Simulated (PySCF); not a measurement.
Geometry:
```tsv
atom	x (Å)	y (Å)	z (Å)
O1	2.898	0.861	-1.456
S2	2.156	-0.363	-1.238
O3	2.414	-1.574	-1.981
O4	2.264	-0.754	0.331
C5	0.382	-0.001	-1.365
C6	-0.454	-1.254	-1.208
C7	-1.915	-0.855	-1.140
O8	-2.132	0.138	-0.157
B9	-1.143	0.987	0.197
O10	0.097	0.958	-0.392
H11	2.334	0.075	0.832
H12	0.283	0.435	-2.376
H13	-0.158	-1.762	-0.275
H14	-0.261	-1.945	-2.039
H15	-2.263	-0.472	-2.115
H16	-2.542	-1.722	-0.886
H17	-1.338	1.807	1.054
```

Computed data (PySCF): PBE0-D3(BJ)/def2-SVP structure, PBE/pcSseg-1 with gauge-including orbitals. Relativity neglected, no solvent, one computed conformer.

References, each an isolated molecule treated in the same way: 13C (180.03 ppm) and 1H (31.20 ppm) vs TMS; 17O (334.63 ppm) against H2O; 33S (490.84 ppm) against CS2; BF3·OEt2 for 11B (94.77 ppm).

| atoms | nucleus | count | δ (ppm) |
| --- | --- | --- | --- |
| O1 | 17O | 1 | 252.1 |
| O10 | 17O | 1 | 159.0 |
| H17 | 1H | 1 | 4.24 |
| H16 | 1H | 1 | 4.20 |
| H14 | 1H | 1 | ? |
| S2 | 33S | 1 | 326 |
| B9 | 11B | 1 | ? |
| C5 | 13C | 1 | 91.6 |
| C7 | 13C | 1 | ? |
| C6 | 13C | 1 | 31.1 |
| H13 | 1H | 1 | ? |
| H11 | 1H | 1 | ? |
| O4 | 17O | 1 | 194.6 |
| H12 | 1H | 1 | 4.69 |
| O3 | 17O | 1 | 229.1 |
| O8 | 17O | 1 | 151.4 |
| H15 | 1H | 1 | 4.13 |

Question: Fill in the missing shifts.

Answer: 
- C7: 64.3 ppm, sp3 CH2 bonded to O; the inductive effect lowers its shielding
- H11: 4.66 ppm, hydrogen on an oxygen bonded to S; labile proton, position sensitive to the medium
- H14: 2.23 ppm, hydrogen on an sp3 CH2 in a ring
- H13: 2.12 ppm, hydrogen on an sp3 CH2 in a ring
- B9: 21.9 ppm, boron bonded to 2 O, H, in a 6-membered ring

Exchangeable OH/NH protons stand at their gas-phase positions; hydrogen bonding in a real sample shifts them, mostly to higher δ. Hydrogens on boron are broadened and split by 11B (spin 3/2, 80 %) and 10B (spin 3). Shifts are as computed. Against solution values, carbons near 30 ppm lie about +2 ppm off and those near 130 ppm about +2 ppm. Of 1211 compounds with measured shifts, 218 miss one by over three times the rms of a fit or turn the order of signals round; such compounds aren't used in these exercises. Unscaled 17O shifts of doubly bonded oxygen tend to come out too high, by tens of ppm or more. Experimental scales use liquid or dissolved standards, which lie at an offset from isolated H2O (liquid H2O: subtract about 36 ppm).
